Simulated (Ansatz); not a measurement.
Complex (SMILES): F (HF) with N#N (N2), atoms 1 to 2 the first; geometry from B3LYP-D3(BJ)/def2-TZVP, monomers rigid:
```xyz
4

F      0.3830    -0.0965     0.2212
H     -0.2809     0.0249    -0.4159
N     -2.5150     0.4344    -2.5571
N     -1.7349     0.2913    -1.8098
```

Interaction energy at HF with Ansatz (a quantum-chemistry and plane-wave program), kcal/mol, without and with the counterpoise correction (monomers among the partner's ghost functions). All functions are spherical. No added dispersion term, no relativity. Reference, counterpoise-corrected: the value in aug-pcseg-3, -0.93.

| basis | functions | uncorrected |
|---|---|---|
| 6-31G | 29 | -2.82 |
| 6-311G** | 60 | -1.44 |
| aug-pcseg-1 | 78 | -1.29 |
| pcseg-2 | 104 | -1.09 |
| def2-TZVPP | 107 | -1.02 |
| def2-TZVPD | 123 | -0.94 |
| def2-QZVPPD | 225 | -0.93 |
| cc-pV5Z | 328 | -1.00 |

Problem. How large is the counterpoise correction in each set?

Solution. 6-31G 0.89, 6-311G** 0.52, aug-pcseg-1 0.73, pcseg-2 0.11, def2-TZVPP 0.11, def2-TZVPD 0.06, def2-QZVPPD 0.01, cc-pV5Z 0.07 kcal/mol. The corrected value lies nearer the reference in 5 of 8 rows.
